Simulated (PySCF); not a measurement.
Species: C₄H₈OSi.
Bonds: C1–C2 (double), C2–C3, C3–C4 (double), C3–O5, O5–Si6. Hydrogens: H7, H8 on C1; H9 on C2; H10, H11 on C4; H12, H13, H14 on Si6.

The calculation used TDDFT wB97X-D/def2-SVPD, vertical, gas phase, core orbitals frozen in the response (PySCF). One conformer (not necessarily the lowest) at the GFN2-xTB geometry, without solvent, vibrations or thermal averaging. Torsions of this conformer, `[CH2:1]=[CH:2][C:3](=[CH2:4])[O:5][SiH3:6]`: C1–C2–C3–C4 180°, C2–C3–O5–Si6 180°.

Each state is given a Gaussian of 0.25 eV full width at half maximum, with ε(max) = 2.175×10⁸ f / Δν̃ (Δν̃ the width in cm⁻¹). The width is an assumption, not a result. The curve ends short of the highest state used, and states not computed would add to its high-energy end.

| E (eV) | ε (L mol⁻¹ cm⁻¹) |
| --- | --- |
| 5.39 | 96 |
| 5.44 | 456 |
| 5.49 | 1743 |
| 5.54 | 5333 |
| 5.59 | 13073 |
| 5.64 | 25669 |
| 5.69 | 40375 |
| 5.75 | 51880 |
| 5.80 | 50094 |
| 5.85 | 38747 |
| 5.90 | 24008 |
| 5.95 | 11917 |
| 6.00 | 4740 |
| 6.05 | 1516 |
| 6.10 | 407 |
| 6.15 | 139 |
| 6.20 | 143 |
| 6.25 | 228 |
| 6.30 | 316 |
| 6.35 | 352 |
| 6.40 | 314 |
| 6.45 | 225 |
| 6.50 | 129 |
| 6.55 | 59 |
| 6.60 | 25 |
| 6.65 | 25 |
| 6.70 | 93 |
| 6.75 | 368 |
| 6.80 | 1183 |
| 6.85 | 3046 |
| 6.90 | 6286 |
| 6.96 | 11195 |
| 7.01 | 14221 |
| 7.06 | 14564 |
| 7.11 | 12179 |
| 7.16 | 8616 |

Question: Where are the band maxima, and which computed states make them?

Answer: 215 nm (5.77 eV), ε about 53000, made up of S1 (100%); 195 nm (6.35 eV), ε about 350, made up of S2 (100%); 176 nm (7.04 eV), ε about 15000, made up of S3 (99%) (ε in L mol⁻¹ cm⁻¹; maxima over ε = 5, shares over 10%). The states used: S1 5.77 eV (f 0.487); S2 6.35 eV (f 0.0033); S3 7.04 eV (f 0.136); S4 7.25 eV (f 0.0027); S5 7.30 eV (f 0.017); S6 7.36 eV (f 0.0010); S7 7.49 eV (f 0.0044); S8 7.76 eV (f 0.081).

Question: On this curve, what absorbance would a 10⁻³ mol/L sample give at 222 nm over a 1 cm path?

Answer: 222 nm is 5.585 eV, where ε is about 12000 L mol⁻¹ cm⁻¹, so A = ε c l ≈ 12 (Beer–Lambert, with the gas-phase spectrum and the assumed width).

Question: What would ε be at 5.77 eV, the highest of these maxima, with half the width (0.125 eV)?

Answer: About 105000 L mol⁻¹ cm⁻¹ against 52600, a factor of about 2.00; a lone state at its own centre would give exactly 2.
